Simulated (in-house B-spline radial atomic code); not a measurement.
Successive ionisation energies of tungsten; each step leads to the configuration of the next row (after the last: [Ne] 3s2 3p1/2(2) 3p3/2(3)). Dirac energy differences include first-order Breit, QED and recoil terms. NIST's values go from ground level to ground level; the uncertainty of those that are theory runs from under 0.1 % in few-electron ions to several per cent in heavy many-electron ones. Computed with a radial B-spline atomic code at the basis-set limit: Dirac-Hartree-Fock, jj configuration that fills j = l - 1/2 first, finite nuclei.

A number in brackets counts the electrons of a j subshell.

| ion | configuration | ionisation energy (eV) | tabulated value (eV) | tabulated kind | computed minus tabulated (eV) | highest orbital | largest mean radius (bohr) |
| --- | --- | --- | --- | --- | --- | --- | --- |
| W43+ | [Ar] 3d10 4s2 4p1/2(1) | 2205.9 | 2210 | semi-empirical | -4 | 4p1/2 | 0.39549 |
| W44+ | [Ar] 3d10 4s2 | 2351.5 | 2354.5 | semi-empirical | -3 | 4s1/2 | 0.39373 |
| W45+ | [Ar] 3d10 4s1 | ? | ? | semi-empirical | ? | ? | ? |
| W46+ | [Ar] 3d10 | 4051.5 | 4057 | measured | -6 | 3d5/2 | 0.19948 |
| W47+ | [Ar] 3d3/2(4) 3d5/2(5) | ? | ? | semi-empirical | ? | ? | ? |
| W48+ | [Ar] 3d3/2(4) 3d5/2(4) | 4308.2 | 4309 | semi-empirical | -1 | 3d5/2 | 0.19724 |
| W49+ | [Ar] 3d3/2(4) 3d5/2(3) | 4438.9 | 4446 | semi-empirical | -7 | 3d5/2 | 0.19613 |
| W50+ | [Ar] 3d3/2(4) 3d5/2(2) | 4571.1 | 4578 | semi-empirical | -7 | 3d5/2 | 0.19504 |
| W51+ | [Ar] 3d3/2(4) 3d5/2(1) | 4704.9 | 4709 | semi-empirical | -4 | 3d5/2 | 0.19395 |
| W52+ | [Ar] 3d3/2(4) | 4919.6 | 4927 | semi-empirical | -7 | 3d3/2 | 0.19287 |
| W53+ | [Ar] 3d3/2(3) | 5058.7 | 5063 | semi-empirical | -4 | 3d3/2 | 0.1917 |
| W54+ | [Ar] 3d3/2(2) | ? | ? | semi-empirical | ? | ? | ? |
| W55+ | [Ar] 3d3/2(1) | 5341.7 | 5348 | semi-empirical | -6 | 3d3/2 | 0.1894 |
| W56+ | [Ne] 3s2 3p6 | 5726.2 | 5719 | semi-empirical | 7 | 3p3/2 | 0.18827 |

Task: Fill in the row of W45+.

Result: ionisation energy (eV): 2413.0; tabulated value (eV): 2414.1; computed minus tabulated (eV): -1; highest orbital: 4s1/2; largest mean radius (bohr): 0.39161.

Task: Fill in the row of W47+.

Result: ionisation energy (eV): 4179.1; tabulated value (eV): 4180; computed minus tabulated (eV): -1; highest orbital: 3d5/2; largest mean radius (bohr): 0.19835.

Task: Fill in the row of W54+.

Result: ionisation energy (eV): 5199.4; tabulated value (eV): 5209; computed minus tabulated (eV): -10; highest orbital: 3d3/2; largest mean radius (bohr): 0.19055.

Task: Where is the largest jump?

Result: From W45+ to W46+, by a factor of 1.68 (2413 to 4051.5 eV); the highest orbital goes from 4s1/2 to 3d5/2.

Task: How far is this level of theory from the measured and semi-empirical values?

Result: Over those 14 rows the differences run from -9.59 to +7.23 eV (mean absolute value 4.9 eV). The calculation leaves out correlation and, in open shells, the multiplet splittings that an average leaves out.
